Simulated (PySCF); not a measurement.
C2H10ClNSi2, SMILES C[Si@H](Cl)[C@H](N)[SiH3].

The structure is a stationary point at PBE0-D3(BJ)/def2-SVP. The structure was generated by enumeration; whether it is a known compound was not checked. One conformer was computed; it need not be the lowest.

Two levels are set side by side: TDA-PBE/def2-SVPD (PySCF) and TDA-ωB97X/def2-SVPD (PySCF). Vertical, same geometry. The lowest singlet is HOMO→LUMO 99 % with PBE and HOMO→LUMO+2 67 %, HOMO→LUMO 21 % with the other functional; states are paired by order. Differences are taken from unrounded values.

```
quantity                              TDA-ωB97X  TDA-PBE  TDA-PBE minus TDA-ωB97X
------------------------------------  ---------  -------  -----------------------
lowest singlet excitation (eV)             6.39     5.03                    -1.36
lowest triplet excitation (TDA) (eV)       6.17     4.85                    -1.32
```

A lower first singlet is the usual sign of a functional without exact exchange. Differences between two approximate levels are no errors against the true value.

Rough cost on one machine, each run with all the roots and properties that it gave: TDA-ωB97X against TDA-PBE about 8 times.
